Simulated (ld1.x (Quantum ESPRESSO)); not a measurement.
# Before and after: TM potential for silicon (Si)

Si (Z = 14), norm-conserving Troullier–Martins (Kleinman–Bylander form), made with ld1.x (Quantum ESPRESSO) 7.5 (PBE, scalar-relativistic). Core [Ne], reference 3s1.5 3p2.5. Waves: 3s (bound): rc 1.90 bohr; 3d channel at 0.2 Ry: rc 1.60 bohr; 3p (bound): rc 1.90 bohr. Local part: the p channel. Core correction: Bessel-smoothed model core inside 0.75 bohr.

Change: core correction Bessel-smoothed model core inside 1.50 bohr.

Cutoffs: the cutoffs (Ry, on a coarse ladder) from which the occupation-weighted sum of valence levels, in a spherical-Bessel basis at the reference potential, stays within 10 and 1 mRy of its value at 400 Ry; they do not see the model core or the augmentation charge, which bear on the density cutoff. Errors are all-electron minus pseudo energies relative to the spin-unpolarised reference configuration.

Q: What does the change do?

A: The potential gets neither clearly harder nor softer (12 Ry and 35 Ry → 12 Ry and 35 Ry); of the 7 tests that both files solve, the error grows in 2 and shrinks in 2 by more than 15 % and 0.3 meV (median size 1.0 → 0.7 meV); neither file shows a bound ghost. A wider model core is smoother and lowers the density cutoff, which this test does not measure.

```csv
quantity,base,changed
"cutoff, loose",12 Ry,12 Ry
"cutoff, tight",35 Ry,35 Ry
bound ghosts,none,none
"error for 3s2 3p2, meV [ΔE -3.39 eV]",-0.5,-0.2
"error for 3s2 3p1, meV [ΔE 4.35 eV]",-0.1,-0.1
"error for 3s2 3p0, meV [ΔE 20.35 eV]",+9.9,+12
"error for 3s1 3p2, meV [ΔE 11.78 eV]",+2.0,+3.6
"error for 3s0 3p4, meV [ΔE 10.39 eV]",-6.7,-2.7
"error for 3s2 3p2.3, meV [ΔE -4.32 eV]",-0.1,+0.3
"error for 3s2 3p1.5, meV [ΔE -0.47 eV]",-1.0,-0.7
s: phases at 2.05 bohr within 0.05 rad from the reference energy up to (Ry; the scan ends near 5),4.3,4.3
p: phases at 2.05 bohr within 0.05 rad from the reference energy up to (Ry; the scan ends near 5),4.8,4.8
d: phases at 2.05 bohr within 0.05 rad from the reference energy up to (Ry; the scan ends near 5),to the end of the scan,to the end of the scan
```
